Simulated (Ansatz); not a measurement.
`C[N](C)[AlH][F]` → `[F][AlH]`• + `C[N]C`•  (homolysis of the Al–N bond)

Program: Ansatz. Geometries: PBE0-D4/def2-TZVP. ΔE: electronic, gas phase. CCSD(T)/CBS is the MP2 limit (def2-TZVPP, def2-QZVPP) plus CCSD(T) − MP2 in def2-TZVPP, frozen cores. This one scheme is used for every species. Functionals use def2-TZVPP. HSE06 is defined as in plane-wave codes. No spin–orbit coupling; open shells (•) take unrestricted orbitals. Each species was taken in one conformer, which may not be the lowest.

`C[N](C)[AlH][F]`:

Z-matrix (Å, degrees):
```
C
N 1 1.444
H 1 1.092 2 110.7
H 1 1.099 2 111.5 3 -120.1
H 1 1.099 2 111.4 3 120.1
C 2 1.443 1 112.9 3 -180.0
Al 2 1.762 1 124.3 3 0.0
H 6 1.094 2 110.9 1 180.0
H 6 1.099 2 111.6 1 -60.0
H 6 1.099 2 111.6 1 60.0
F 7 1.652 2 117.5 1 0.1
H 7 1.571 2 122.2 1 -179.9
```

`[F][AlH]`•:

```xyz
3

F     0.440   -0.269    1.322
Al    0.082    0.572   -0.059
H    -0.523   -0.303   -1.264
```

`C[N]C`•:

Cartesian coordinates in Å:
```
C -0.298 1.140 -0.114
N 0.824 0.268 0.024
C 0.423 -1.099 0.118
H -0.889 0.890 -1.010
H 0.026 2.179 -0.186
H -0.986 1.043 0.741
H -0.135 -1.412 -0.778
H 1.291 -1.749 0.234
H -0.256 -1.259 0.971
```

```csv
level,ΔE (eV)
HSE06,3.98
BHLYP,3.94
CCSD(T)/def2-SVP,4.28
HF/CBS(def2),3.01
```

(1) What does CCSD(T)/CBS give? (Estimate.)

Largest T1 diagnostic among the species: 0.016.

Answers

(1) Ansatz gave: +4.38 eV. The listed levels differ from it by -0.40, -0.44, -0.10, -1.37 eV.

From BLYP to BHLYP (50 % exact exchange), in def2-TZVPP and without D4, ΔE moves by +0.15 eV. Leaving LDA and LC-ωPBE aside and taking each functional with its dispersion term where it has one, the values, not all of them listed here, spread over 0.42 eV, from revPBE-D4 to ωB97M-V. LDA lies +0.68 eV from PBE without D4, its usual overbinding.
